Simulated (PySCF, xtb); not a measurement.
Se(H)(iPr) (C₃H₈Se), SMILES CC(C)[SeH].

GFN2-xTB (xtb) at its own geometry gives an orbital gap of 3.89 eV and a dipole moment of 2.54 D.

The structure is a stationary point at r2SCAN-D4/def2-SVP. One conformer was computed; it need not be the lowest.

Q: What does M06-2X/def2-TZVP run with PySCF give? (An estimate is asked for; the answer gives what the named calculation found.)

A: gap 8.36 eV (levels -7.58 and 0.78 eV), dipole 1.69 D.
